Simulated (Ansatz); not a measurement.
TaO₃⁻, relaxed as a singlet with RKS PBE0-D4/def2-TZVPD in Ansatz, starting from the GFN2-xTB geometry. Force threshold 0.02 eV/Å.

In the def2 sets Ta takes a core potential; there is no spin–orbit coupling. The structure holds one bond between oxygen atoms, so isomers without such links may lie far lower. The restricted singlet is unstable: a solution with broken spin symmetry lies lower. The relaxation made no stability test and no search for a lower SCF solution. The structure comes from a short search, and lower isomers may exist.

Start:

```
atom   x (Å)   y (Å)   z (Å)
 Ta1  -0.176  -0.203   0.372
  O2  -0.042   1.002  -1.089
  O3  -0.835  -0.970   1.744
  O4   1.053   0.170  -1.027
```

```tsv
step	energy (eV)	largest force component (eV/Å)	SCF passes
1	-7688.0907	4.827	21
2	-7688.5322	1.087	32
3	-7688.5538	0.387	26
4	-7688.6141	0.953	37
5	-7688.8756	1.311	34
6	-7689.0949	1.528	36
7	-7689.3031	0.222	34
8	-7689.3131	0.132	29
9	-7689.3134	0.008	26
```

Force components are those of the run's own axes.

End:

```tsv
atom	x (Å)	y (Å)	z (Å)
Ta1	0.1396	0.2470	0.7630
O2	-0.2098	0.8396	-1.0628
O3	-0.8744	-1.0576	1.2925
O4	0.9446	-0.0291	-0.9926
```

By distances, no bond broke or formed. The bond that changes most is O2–O4, from 1.38 to 1.45 Å (atoms count from 1).

No frequencies were taken in this run, so the end may be a saddle point.

Run time 16 s (4 threads of Arm Neoverse V1 on a shared host).
